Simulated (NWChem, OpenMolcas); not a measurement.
**A ladder of methods for BCl2F (dichlorofluoroborane)**

The species is BCl2F (4 atoms), meant as a singlet with charge 0. SMILES: `FB(Cl)Cl`. Geometry: relaxed at PBE0-D4/def2-TZVP.

Quantity: the HOMO–LUMO gap, in eV. The values are calculated.

```json
{"level": "HF/6-311+G**", "kind": "Hartree–Fock", "program": "OpenMolcas", "value (eV)": "14.17", "CPU time": "13 s"}
{"level": "SVWN5/6-311+G**", "kind": "LDA", "program": "NWChem", "value (eV)": "5.80", "CPU time": "16 s"}
{"level": "PBE/6-311+G**", "kind": "GGA", "program": "OpenMolcas", "value (eV)": "5.94", "CPU time": "24 s"}
{"level": "revPBE/6-311+G**", "kind": "GGA", "program": "OpenMolcas", "value (eV)": "6.00", "CPU time": "27 s"}
{"level": "M06-L/6-311+G**", "kind": "meta-GGA", "program": "OpenMolcas", "value (eV)": "6.60", "CPU time": "35 s"}
{"level": "r2SCAN/6-311+G**", "kind": "meta-GGA", "program": "NWChem", "value (eV)": "6.67", "CPU time": "22 s"}
{"level": "BHLYP/6-311+G**", "kind": "global hybrid", "program": "OpenMolcas", "value (eV)": "10.80", "CPU time": "27 s"}
{"level": "B2PLYP/6-311+G**", "kind": "double hybrid", "program": "OpenMolcas", "value (eV)": "11.10", "CPU time": "22 s"}
```

The values span 5.80 to 14.17 eV. Orbital gaps aren't excitation energies, and those of double hybrids come from the SCF part alone; they tend to grow with the share of exact exchange. CPU times are rough (shared hosts, several kinds of processor): they show what a rung costs within a factor of a few.
